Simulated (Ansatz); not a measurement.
# Computed against measured: atomisation enthalpy at 298 K

6 molecules holding an element past argon; the atomisation enthalpy at 298 K in kJ/mol, computed less measured. Shapes, held fixed at every level: PBE0-D4/def2-TZVP. Thermal terms are harmonic and unscaled (PBE0-D4/def2-TZVP); the spin-orbit lowering of the free atoms is taken from their spectra. Programs: Ansatz 0.2.0. Measured values: Active Thermochemical Tables, CRC Handbook of Chemistry and Physics.

Levels: A = HF/STO-3G; B = HF/def2-TZVPP; C = PBE-D4/def2-TZVPP; D = PBE0-D4/def2-TZVPP; E = B2PLYP/def2-TZVPP.

```json
{"molecule": "ICl (SMILES ClI)", "from tabulated heats": "211", "A": "-112", "B": "-164", "C": "+13", "D": "-9", "E": "-27"}
{"molecule": "H2Te (hydrogen telluride)", "from tabulated heats": "533", "A": "-26", "B": "-192", "C": "+16", "D": "+5", "E": "+9"}
{"molecule": "CH2BrCl (bromochloromethane)", "from tabulated heats": "1431", "A": "-210", "B": "-456", "C": "+46", "D": "+12", "E": "-28"}
{"molecule": "CH2BrF (bromofluoromethane)", "from tabulated heats": "1556", "A": "-306", "B": "-496", "C": "+54", "D": "+5", "E": "-23"}
{"molecule": "CHBrF2 (bromodifluoromethane)", "from tabulated heats": "1630", "A": "-517", "B": "-577", "C": "+90", "D": "+13", "E": "-24"}
{"molecule": "C2H3BrO (SMILES CC(=O)Br)", "from tabulated heats": "2639", "A": "-617", "B": "-834", "C": "+110", "D": "+21", "E": "-28"}
```

Q: Which level does best on this set, which worst, and which err to one side?

A: 
| level | kind | mean error | mean absolute error | worst case |
| --- | --- | --- | --- | --- |
| HF/STO-3G | Hartree–Fock | -298.0 | 298.0 | C2H3BrO |
| HF/def2-TZVPP | Hartree–Fock | -453.2 | 453.2 | C2H3BrO |
| PBE-D4/def2-TZVPP | GGA | +54.8 | 54.8 | C2H3BrO |
| PBE0-D4/def2-TZVPP | global hybrid | +7.8 | 10.8 | C2H3BrO |
| B2PLYP/def2-TZVPP | double hybrid | -20.2 | 23.2 | CH2BrCl |

On this set PBE0-D4/def2-TZVPP has the smallest mean absolute error and HF/def2-TZVPP the largest. HF/STO-3G is too low in 6 of 6; HF/def2-TZVPP is too low in 6 of 6; PBE-D4/def2-TZVPP is too high in 6 of 6; PBE0-D4/def2-TZVPP is too high in 5 of 6; B2PLYP/def2-TZVPP is too low in 5 of 6. The heats of H2Te, C2H3BrO come from older tables and can be uncertain by 10 kJ/mol or more. The molecules' own spin-orbit binding is left out, so errors for heavy halides read too negative. For HF/STO-3G and HF/def2-TZVPP and PBE-D4/def2-TZVPP the error grows with the size of the molecule. Hartree–Fock lacks correlation and underbinds. Rows in very small basis sets show the basis more than the method. For atoms past krypton def2 sets carry core potentials with scalar relativity. All-electron rows are non-relativistic unless named. Relativity is left out for Br. Outer-core shells of Br, I, Te are correlated, in sets that cover them unevenly. The set is small.
